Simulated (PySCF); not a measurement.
Si(F)(Cl)(Me)2 (C2H6ClFSi), SMILES C[Si](C)(Cl)F.

Geometry: ωB97X-D3(BJ)/def2-SVP.

Level of theory: PySCF 2.14.0 with TDDFT-M06-2X/def2-SVPD.

Vertical excitations. Isolated molecule, no solvent. State labels are in the subgroup Cs.

```csv
state,symmetry,energy (eV),λ (nm),f,main pairs
S1,A",8.22,151,0.125,HOMO→LUMO 90 %
S2,A",8.53,145,0.002,"HOMO→LUMO+1 41 %, HOMO→LUMO+3 29 %, HOMO→LUMO+7 9 %, HOMO−2→LUMO 6 %"
S3,A",8.76,142,0.019,"HOMO→LUMO+3 34 %, HOMO→LUMO+1 22 %, HOMO→LUMO+4 14 %, HOMO→LUMO+8 12 %"
S4,A',8.77,141,0.064,"HOMO−1→LUMO 56 %, HOMO−1→LUMO+1 30 %"
S5,A',9.28,134,0.038,"HOMO→LUMO+2 34 %, HOMO−1→LUMO 16 %, HOMO−3→LUMO 15 %, HOMO−1→LUMO+1 10 %"
S6,A",9.41,132,0.002,"HOMO−2→LUMO 61 %, HOMO→LUMO+5 18 %"
S7,A',9.47,131,0.049,"HOMO→LUMO+2 32 %, HOMO−1→LUMO 18 %, HOMO−1→LUMO+1 15 %, HOMO−3→LUMO 8 %"
S8,A",9.71,128,0.038,"HOMO→LUMO+4 51 %, HOMO−2→LUMO+1 15 %, HOMO→LUMO+7 8 %"
S9,A',9.72,128,0.036,"HOMO−1→LUMO+3 34 %, HOMO−1→LUMO+8 12 %, HOMO−3→LUMO 11 %, HOMO−1→LUMO+4 11 %"
S10,A",9.74,127,0.001,"HOMO−2→LUMO+3 22 %, HOMO−2→LUMO+1 13 %, HOMO→LUMO+3 13 %, HOMO→LUMO+4 12 %"
T1,A",8.01,155,0,"HOMO→LUMO 64 %, HOMO→LUMO+1 12 %"
T2,A",8.28,150,0,"HOMO→LUMO+1 27 %, HOMO→LUMO 24 %, HOMO→LUMO+3 22 %, HOMO→LUMO+7 7 %"
T3,A',8.44,147,0,"HOMO−1→LUMO+1 37 %, HOMO−1→LUMO 35 %, HOMO−1→LUMO+3 9 %, HOMO−1→LUMO+7 8 %"
T4,A",8.56,145,0,"HOMO→LUMO+3 28 %, HOMO→LUMO+1 19 %, HOMO→LUMO+4 17 %, HOMO→LUMO+8 13 %"
```
Triplets are in the Tamm–Dancoff approximation, which puts them higher than full response would, so one can lie above its singlet here.
